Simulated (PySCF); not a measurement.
Job file and geometry (Å, from GFN2-xTB) of an NMR shielding run on `O=C[Si@@H]([SiH2]CN=C)O`, C3H9NO2Si2, GIAO PBE0/pcSseg-1 NMR shielding, non-relativistic, gas phase (PySCF); density fitting, a coarse starting grid and PySCF grid level 2 are the driver's defaults:

```
$ OMP_NUM_THREADS=1 python probes_run.py task.json out

{"job": {"kind": "nmr", "xc": "PBE0", "basis": "pcSseg-1"}, "charge": 0, "multiplicity": 1}
C      1.959456     1.417941     1.175564
N      1.595694     0.595116     0.302648
C      1.680099    -0.801812     0.531299
Si    -0.135853    -1.422055     0.642733
Si    -1.278010    -0.436102    -1.100469
O     -2.767411    -1.088230    -1.062580
C     -1.517415     1.453074    -0.861489
O     -2.617047     1.919444    -0.667818
H      2.404143     1.139395     2.137391
H      1.838582     2.472336     0.976174
H      2.155020    -1.255921    -0.339015
H      2.261057    -1.064948     1.425537
H     -0.609984    -1.053744     1.989877
H     -0.075203    -2.892036     0.629878
H     -0.723634    -0.556123    -2.458007
H     -3.538702    -0.538425    -1.196763
H     -0.637790     2.124122    -0.882733
```

**Question.** Write the output of this run.

**Answer.** 
```
coarse grid: 15320 points
cycle   1  E = -902.9830046931  dE =  9.553e-01  |g| = 1.002e+00  |ddm| = 3.724e+00
cycle   2  E = -902.4085499190  dE =  5.745e-01  |g| = 1.974e+00  |ddm| = 2.581e+00
cycle   3  E = -903.1644233209  dE = -7.559e-01  |g| = 2.313e-01  |ddm| = 1.966e+00
cycle   4  E = -903.1727180041  dE = -8.295e-03  |g| = 1.247e-01  |ddm| = 2.402e-01
cycle   5  E = -903.1753944441  dE = -2.676e-03  |g| = 2.635e-02  |ddm| = 9.653e-02
cycle   6  E = -903.1755183937  dE = -1.239e-04  |g| = 1.168e-02  |ddm| = 2.206e-02
cycle   7  E = -903.1755464243  dE = -2.803e-05  |g| = 3.276e-03  |ddm| = 1.015e-02
cycle   8  E = -903.1755486518  dE = -2.228e-06  |g| = 8.216e-04  |ddm| = 3.503e-03
final grid: 139232 points
cycle   9  E = -903.2401435191  dE = -1.456e-05  |g| = 1.271e-02  |ddm| = 2.415e-02
cycle  10  E = -903.2400638029  dE =  7.972e-05  |g| = 2.398e-02  |ddm| = 2.434e-02
cycle  11  E = -903.2401738367  dE = -1.100e-04  |g| = 2.668e-03  |ddm| = 1.629e-02
cycle  12  E = -903.2401753285  dE = -1.492e-06  |g| = 3.924e-04  |ddm| = 2.184e-03
cycle  13  E = -903.2401753531  dE = -2.464e-08  |g| = 1.556e-04  |ddm| = 4.891e-04
cycle  14  E = -903.2401753577  dE = -4.550e-09  |g| = 3.124e-05  |ddm| = 1.468e-04
cycle  15  E = -903.2401753579  dE = -1.842e-10  |g| = 1.491e-05  |ddm| = 3.921e-05
converged SCF energy = -903.2401753579

GIAO shielding tensors (ppm)
atom      isotropic    diamagn.    paramagn.     s11        s22        s33       span
  0 C       32.983     254.376    -221.392    -67.332     50.827    115.456    182.789
  1 N     -134.160     331.217    -465.378   -493.265   -171.483    262.268    755.533
  2 C      134.121     253.241    -119.120    106.568    115.905    179.891     73.323
  3 Si     419.845     881.322    -461.477    385.280    401.949    472.305     87.024
  4 Si     378.038     878.749    -500.711    303.719    369.775    460.620    156.901
  5 O      340.583     385.044     -44.461    291.404    353.694    376.651     85.247
  6 C      -68.122     255.944    -324.066   -202.109    -91.361     89.105    291.214
  7 O     -583.482     396.701    -980.183  -1630.110   -538.483    418.148   2048.258
  8 H       24.014      30.274      -6.260     20.812     24.243     26.987      6.175
  9 H       24.621      31.414      -6.793     22.872     23.655     27.336      4.464
 10 H       27.668      30.774      -3.106     25.449     26.127     31.429      5.980
 11 H       28.256      30.876      -2.621     25.285     27.196     32.285      7.000
 12 H       28.083      30.806      -2.723     24.778     26.604     32.866      8.088
 13 H       27.395      29.361      -1.966     24.236     25.433     32.518      8.282
 14 H       26.073      28.899      -2.826     21.855     25.999     30.364      8.509
 15 H       29.874      29.980      -0.107     19.774     24.877     44.971     25.197
 16 H       19.481      31.539     -12.058     13.189     21.390     23.862     10.673
```

**Question.** Turn these shieldings into chemical shifts. Scale: 13C (σ = 186.93 ppm) and 29Si (σ = 349.16 ppm) and 1H (σ = 31.72 ppm) against TMS; NH3 for 15N (σ = 267.73 ppm); 17O (σ = 336.08 ppm) vs H2O (reference shieldings calculated alike).

**Answer.** Averaging equivalent atoms: C 6: 255.0; C 0: 153.9; C 2: 52.8; N 1: 401.9; Si 4: -28.9; Si 3: -70.7; O 7: 919.6; O 5: -4.5; H 16: 12.24; H 8: 7.70; H 9: 7.10; H 14: 5.64; H 13: 4.32; H 10: 4.05; H 12: 3.63; H 11: 3.46; H 15: 1.84 ppm. Unscaled 17O shifts of doubly bonded oxygen tend to come out too high, by tens of ppm or more. Experimental scales use liquid or dissolved standards, which lie at an offset from isolated NH3 (liquid NH3: subtract about 20 ppm) and H2O (liquid H2O: subtract about 36 ppm). Unscaled 15N shifts of sp2 nitrogen come out 20 to 40 ppm too high even then.

Size and cost of the density-fitted run: 195 basis functions, 49 s wall time on 1 thread of an Arm Neoverse V1, shared host; peak memory 0.86 GiB.
